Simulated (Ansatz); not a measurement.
Calculated with Ansatz (gas phase, PBE0-D4/def2-TZVP geometries, no zero-point term in ΔE). CCSD(T)/CBS adds triple-zeta CCSD(T) − MP2 to the extrapolated MP2 energy (def2 sets, frozen cores). DFT in def2-TZVPP. For Se outer-core shells are correlated without core-valence functions, which leaves a few kJ/mol of doubt a bond. Scalar relativity is left out up to krypton. One conformer a species, not always the lowest.

Reaction (formal exchange of groups at the Se–Si bond): `CO[SiH2][SeH]` + `N=C[SiH3]` → `N=C([SiH3])[SeH]` + `CO[SiH3]`

```tsv
level	ΔE (eV)
r2SCAN	0.76
SCS-MP2/def2-QZVPP	0.81
```

**Question.** What does CCSD(T)/CBS give? (Estimate.)

**Answer.** Computed: +0.85 eV. The listed levels differ from it by -0.09, -0.04 eV.

Largest T1 diagnostic among the species: 0.012.

The D4 term adds −0.04 eV with B3LYP and −0.02 eV with PBE0; it sums over pairs of atoms, weighted by their polarisabilities, and B3LYP, whose exchange is more repulsive, gets the larger term. In def2-TZVPP, CCSD(T) changes the Hartree–Fock value by −0.17 eV (the triples alone add −0.04 eV) and MP2 by −0.20 eV.

B3LYP here is the variant with VWN-RPA as its local correlation; programs differ in this.
